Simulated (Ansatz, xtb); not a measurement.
Isomers of C7H4 in order of energy

7 gas-phase structures of C7H4, from a drawn sample of its isomers (lower ones may exist). Each was relaxed with GFN2-xTB:

A. `C#CC=C=CC#C`, a singlet
B. `C#CC(C#C)C#C`, a singlet
C. `C#CC#CC#CC`, a singlet
D. `C#CC#CC=C=C`, a singlet
E. `C#CC1=C(C#C)C1`, a singlet
F. `C#CC(=C=C)C#C`, a singlet
G. `C#CC#CC1C=C1`, a singlet

Which do you expect lowest at r2SCAN-D4/def2-SVP, and how would the others follow?

Calculated order at r2SCAN-D4/def2-SVP: C (0.0), D (8.2), A (19.3), F (21.6), E (27.1), G (29.1), B (40.5) kcal/mol.

Energies above the lowest of each column, in kcal/mol; the last columns are at B3LYP-D3(BJ)/def2-SVP geometries and were run for some of them only (a dash: not run or not comparable):

```json
{"structure": "C", "GFN2-xTB": "0.0", "HF/STO-3G": "0.0", "r2SCAN-D4/def2-SVP": "0.0", "B3LYP-D3(BJ)/def2-SVP": "0.0", "CCSD(T)/def2-SVP + ΔMP2/def2-TZVPP": "0.0"}
{"structure": "D", "GFN2-xTB": "10.0", "HF/STO-3G": "20.2", "r2SCAN-D4/def2-SVP": "8.2", "B3LYP-D3(BJ)/def2-SVP": "7.0", "CCSD(T)/def2-SVP + ΔMP2/def2-TZVPP": "5.9"}
{"structure": "A", "GFN2-xTB": "15.4", "HF/STO-3G": "26.4", "r2SCAN-D4/def2-SVP": "19.3", "B3LYP-D3(BJ)/def2-SVP": "16.6", "CCSD(T)/def2-SVP + ΔMP2/def2-TZVPP": "11.5"}
{"structure": "F", "GFN2-xTB": "16.7", "HF/STO-3G": "27.8", "r2SCAN-D4/def2-SVP": "21.6", "B3LYP-D3(BJ)/def2-SVP": "–", "CCSD(T)/def2-SVP + ΔMP2/def2-TZVPP": "–"}
{"structure": "E", "GFN2-xTB": "22.1", "HF/STO-3G": "33.3", "r2SCAN-D4/def2-SVP": "27.1", "B3LYP-D3(BJ)/def2-SVP": "–", "CCSD(T)/def2-SVP + ΔMP2/def2-TZVPP": "–"}
{"structure": "G", "GFN2-xTB": "27.5", "HF/STO-3G": "35.2", "r2SCAN-D4/def2-SVP": "29.1", "B3LYP-D3(BJ)/def2-SVP": "–", "CCSD(T)/def2-SVP + ΔMP2/def2-TZVPP": "–"}
{"structure": "B", "GFN2-xTB": "22.1", "HF/STO-3G": "27.3", "r2SCAN-D4/def2-SVP": "40.5", "B3LYP-D3(BJ)/def2-SVP": "–", "CCSD(T)/def2-SVP + ΔMP2/def2-TZVPP": "–"}
```

Every level run on C puts it lowest or level with the lowest. Frequencies (GFN2-xTB) were run for A, C, D alone. ΔMP2 is the change of the MP2 energy from the smaller to the larger basis.

Over these structures GFN2-xTB departs from r2SCAN-D4/def2-SVP by 4.2 kcal/mol on average once a common shift is removed. A GFN2-xTB relaxation took about 0.12 s and the r2SCAN-D4/def2-SVP energy about 1.7 s on a shared host (Ansatz 0.2.0, xtb 6.7.1).
